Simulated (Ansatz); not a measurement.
A structure drawn as `CO[SiH2]C[SiH3]`, with this starting geometry:

Cartesian coordinates in Å:
```
C -0.6622 -2.8181 -0.2857
O -0.4664 -1.5878 -0.8360
Si -0.0974 -0.3170 0.1707
C 0.2658 1.2853 -0.7792
Si 0.6184 2.5595 0.4586
H -1.5377 -2.8268 0.4669
H -0.9145 -3.5551 -1.0384
H 0.2374 -3.2075 0.2903
H 1.1848 -0.7308 0.8944
H -1.1526 -0.1732 1.1310
H -0.7031 1.5054 -1.3532
H 1.0315 1.1243 -1.5213
H -0.5141 2.7248 1.4633
H 0.8424 3.8050 -0.2362
H 1.8677 2.2120 1.1746
```

Charge 0, multiplicity 1.

**Question.** Relax it with Ansatz at PBE-D4/def2-SVP and then PBE0-D4/def2-TZVP. Is the drawn bonding still there?

**Answer.** Yes, every drawn bond is still there and no new one forms.

**Question.** Give the relaxed structure. (Estimate.)

**Answer.** Computed: 
Z-matrix (Å, degrees):
```
C
O 1 1.408
H 1 1.096 2 111.6
H 1 1.096 2 111.6 3 121.5
H 1 1.091 2 108.3 3 -119.2
Si 2 1.645 1 122.4 3 -60.7
C 6 1.855 2 107.8 1 179.9
H 6 1.492 2 109.9 1 -59.2
H 6 1.492 2 109.9 1 59.1
Si 7 1.872 6 114.9 2 -180.0
H 7 1.095 6 108.5 2 -58.1
H 7 1.095 6 108.5 2 58.1
H 10 1.487 7 110.5 6 -60.0
H 10 1.487 7 110.7 6 179.9
H 10 1.487 7 110.5 6 59.9
```
No frequency check was run.

Atoms count as bonded under 1.1 times the sum of their covalent radii (H–H under 0.85 Å, pairs among N, O and F under 1.55 Å), and a drawn bond as lost past 1.3 times.
